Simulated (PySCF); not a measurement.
**Shifts of the heteroatoms**

Bonds (- single, = double, # triple, : aromatic): F1-C2, C2-F3, C2-O4, O4-C5, C5:C6, C6:C7, C7:C8, C8:C9, C9:C10, C10:C5. C2 carries H11; C6 carries H12; C7 carries H13; C8 carries H14; C9 carries H15; C10 carries H16.

- B3LYP/pcJ-1 coupling constants (spin–dipole term only in couplings to heteroatoms)
- GIAO PBE0/pcSseg-1 shieldings
- structure optimised with PBE0-D3(BJ)/def2-SVP
- code: PySCF 2.14
- rapidly exchanging positions averaged, isolated molecule, non-relativistic, single conformer

Q: What are the ¹⁹F shifts?

A: 
```csv
atoms,environment,σ (ppm),δ (ppm)
F1/F3,fluorine of a CF2 group,271.5,-80.1
```

Shieldings were converted by a linear fit to measured shifts: ¹⁹F (scatter 6.9 ppm rms, 7.7 ppm with the 5 outliers that the fit left out vs CFCl3, solution or neat liquid, with a term for F on sp3 carbon). Occasional misses reach two or three times the rms, and more in compound classes unlike the fitted ones. Couplings are scaled by factors fitted to measured values: ³J(H,H) × 0.91 (rms 0.4 Hz, 0.5 with 2 outliers), ¹J(C,F) × 0.77 (rms 7.3 Hz), ³J(C,F) × 1.48 (rms 1.3 Hz); all others are unscaled and can be 10–30 % off.

Couplings (the largest are listed; each averaged over equivalent pairs): ¹J(F1,C2) = -247.0 Hz, ²J(F1,F3) = 124.0 Hz, ²J(F1,H11) = 81.6 Hz, ²J(F1,O4) = -38.3 Hz, ³J(F1,C5) = 3.6 Hz.

On a 300 MHz spectrometer ¹⁹F resonates near 282.3 MHz, so 1 ppm is 282.3 Hz.

Q: Where does ¹⁷O resonate?

A: 
```
atoms   environment  σ (ppm)  δ (ppm)
   O4  ether oxygen    156.7    124.3
```

Shieldings were converted by a linear fit to measured shifts: ¹⁷O (scatter 13.4 ppm rms, 14.2 ppm with the 1 outlier that the fit left out vs liquid water, solution or neat liquid). Occasional misses reach two or three times the rms, and more in compound classes unlike the fitted ones. Couplings are scaled by factors fitted to measured values: ³J(H,H) × 0.91 (rms 0.4 Hz, 0.5 with 2 outliers), ¹J(C,F) × 0.77 (rms 7.3 Hz), ³J(C,F) × 1.48 (rms 1.3 Hz); all others are unscaled and can be 10–30 % off.

Couplings (the largest are listed; each averaged over equivalent pairs; quadrupolar broadening usually hides them): ²J(F1,O4) = -38.3 Hz, ²J(O4,H11) = -4.4 Hz, ³J(O4,H12) = -2.2 Hz.

On a 500 MHz spectrometer ¹⁷O resonates near 67.8 MHz, so 1 ppm is 67.8 Hz.
